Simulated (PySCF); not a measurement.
Ge(H)(Br)2(Me) (CH4Br2Ge), SMILES [GeH]([Br])([CH3])[Br].

Geometry: B3LYP-D3(BJ)/def2-SVP.

Two levels are set side by side: PBE/def2-TZVP (PySCF) and CAM-B3LYP/def2-TZVP (PySCF). Same geometry, gas phase. Differences are taken from unrounded values.

```tsv
quantity	PBE
orbital gap (eV)	4.98
highest occupied level (eV)	-7.04
lowest empty level (eV)	-2.05
dipole moment (D)	2.51
mean polarisability (bohr³)	84.6
```

### Question
These are the PBE values. What does CAM-B3LYP give? (The exact figures need the calculation; the answer reports its results.)

### Answer

```csv
quantity,CAM-B3LYP,PBE minus CAM-B3LYP
orbital gap (eV),9.45,-4.47
highest occupied level (eV),-9.61,2.57
lowest empty level (eV),-0.16,-1.89
dipole moment (D),2.65,-0.14
mean polarisability (bohr³),81.2,3.4
```

PBE's occupied levels lie high since its potential decays too fast outside the molecule; exact exchange lowers them and widens the gap. Loosely held outer electrons make PBE densities more polarisable. Differences between two approximate levels are no errors against the true value.

Rough cost on one machine, each run with all the roots and properties that it gave: CAM-B3LYP against PBE within a factor of 2.
